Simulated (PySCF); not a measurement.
**Diatomics with 65 electrons**

PBE0 in PySCF with def2-SVP on every atom (core potentials on Cd, Te, I), for the lowest determinant that a PBE0 search found; no spin–orbit coupling. All have 65 electrons, 9 of them in the valence shells, and the same state, a doublet (σ ↑). For ions De leads to the atom and ion picked by measured ionisation energies and electron affinities.

```json
{"species": "CdCl", "difference of nuclear charges": "31", "Re (Å)": "2.368", "ωe (cm⁻¹)": "323", "k (mdyn/Å)": "1.65", "De (eV)": "1.95", "dissociates to": "Cd + Cl", "Mayer bond order": "0.99"}
{"species": "AlTe", "difference of nuclear charges": "39", "Re (Å)": "2.372", "ωe (cm⁻¹)": "405", "k (mdyn/Å)": "2.15", "De (eV)": "3.16", "dissociates to": "Al + Te", "Mayer bond order": "2.05"}
{"species": "MgI", "difference of nuclear charges": "41", "Re (Å)": "2.612", "ωe (cm⁻¹)": "304", "k (mdyn/Å)": "1.10", "De (eV)": "2.29", "dissociates to": "Mg + I", "Mayer bond order": "1.14"}
{"species": "AlI⁺", "difference of nuclear charges": "40", "Re (Å)": "2.403", "ωe (cm⁻¹)": "380", "k (mdyn/Å)": "1.90", "De (eV)": "1.29", "dissociates to": "Al⁺ + I", "Mayer bond order": "1.51"}
```

Which member of the whole set has the stiffest bond, and how does it compare with the softest?

AlTe with k = 2.15 mdyn/Å, 2.0 times that of MgI.

Spin–orbit coupling is left out, which matters for elements this heavy, above all for dissociation energies. For an ion De counts to the pair picked by the measured ionisation energies or electron affinities, which need not be the lowest pair at this level. States were picked by a PBE0 search and need not be the measured ground states.
